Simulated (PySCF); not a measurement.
Work out the structure from these simulated measurements.

Formula: C5H7P3.

* Dipole: 0.65 D [PBE0/def2-SVPD]
* Polarisability: 137.6 au [PBE0/def2-SVPD]
* 1H NMR: chemical shifts (computed TMS as zero) by class: 11.03 (1 H), 3.50 (6 H) ppm [GIAO PBE0/pcSseg-1]
* 13C NMR: chemical shifts (computed TMS as zero) by class: 214.2 (2 C), 190.3 (1 C), 32.0 (2 C) ppm [GIAO PBE0/pcSseg-1]
* Rotational structure: rotational constants A, B, C: 1.804, 1.141, 0.705 GHz [GFN2-xTB]
* UV, first state: lowest singlet excitation: 3.60 eV (344 nm, f = 0.000) [TDDFT PBE0/def2-SVPD]

The electronic properties come from PySCF, for the isolated species, density fitting. Levels stand in brackets. Isolated species at its GFN2-xTB geometry, gas phase. Each NMR value is the plain mean over a class of atoms that symmetry, rotation or inversion makes alike.

Q: What is the compound? Reason from the data.

A: Numbering: `[CH3:1][c:2]1[p:3][cH:4][p:5][c:6]([CH3:7])[p:8]1`. 5 carbons fall into 3 classes; from least to most shielded: substituted aromatic carbon [C2/C6] (214.2 ppm, 2 C), aromatic CH carbon [C4] (190.3 ppm), benzylic-type carbon [C1/C7] (32.0 ppm, 2 C). Hydrogen classes from least to most shielded: 1 H on an aromatic CH carbon, C4 (11.03 ppm), 6 H on 2 benzylic-type carbons, C1/C7 (3.50 ppm). The optimised geometry has point group Cs and is an asymmetric top. Structure: `Cc1pcpc(C)p1`. Computed isomers that give other values at the same levels: `CCc1pcpcp1` (13C chemical shifts (computed TMS as zero) by class: 221.2 (1 C), 188.8 (2 C), 42.2 (1 C), 31.7 (1 C) ppm). The assignments are read from this structure; whether some other isomer fits the data as well wasn't checked.
